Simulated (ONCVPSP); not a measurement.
**Configuration tests for vanadium (ONCV)**

```json
{"Element": "V", "Generator": "ONCVPSP 4.0.1", "Type": "optimised norm-conserving Vanderbilt (ONCV)", "Functional": "LDA (Perdew-Wang 92)", "Relativity": "scalar-relativistic", "Frozen core": "[Ne]", "Valence charge": "13", "Reference configuration": "3s2 3p6 3d3 4s1.75 (charge +0.25)", "Partial waves": "3s+4s: rc 1.70 bohr, ncon 5, nbas 9, qcut 7.6 1/bohr, 2 projectors; 3p: rc 1.60 bohr, ncon 4, nbas 7, qcut 9.6 1/bohr, 2 projectors, debl 1.5 Ha; 3d: rc 2.35 bohr, ncon 5, nbas 9, qcut 8 1/bohr, 2 projectors, debl 3 Ha", "Local potential": "polynomial inside 1.15 bohr (lpopt 5, dvloc0 1 Ha)", "Core correction": "Teter function, fcfact 1.5, rcfact 1.15"}
```

In the p channel the program set the typed energies aside and used -1.681, 0.250 Ha.

Energies are relative to the spin-unpolarised reference configuration 3s2 3p6 3d3 4s1.75; without spin polarisation the order of configurations can differ from experiment.

```json
{"valence configuration": "3s2 3p6 3d3 4s2", "charge": "0", "ΔE all-electron (eV)": "-1.397", "error AE − PS (meV)": "+0.2"}
{"valence configuration": "3s2 3p6 3d3 4s1", "charge": "+1", "ΔE all-electron (eV)": "6.537", "error AE − PS (meV)": "+0.2"}
```

(1) What are ΔE and the potential's error for 3s2 3p6 3d3 4s0?

(2) What are ΔE and the potential's error for 3s2 3p6 3d3 4s1.5?

Answers

(1) ΔE = 21.075 eV all-electron; the error (AE − PS) is +2.3 meV.

(2) ΔE = 1.779 eV all-electron; the error (AE − PS) is 0.0 meV.
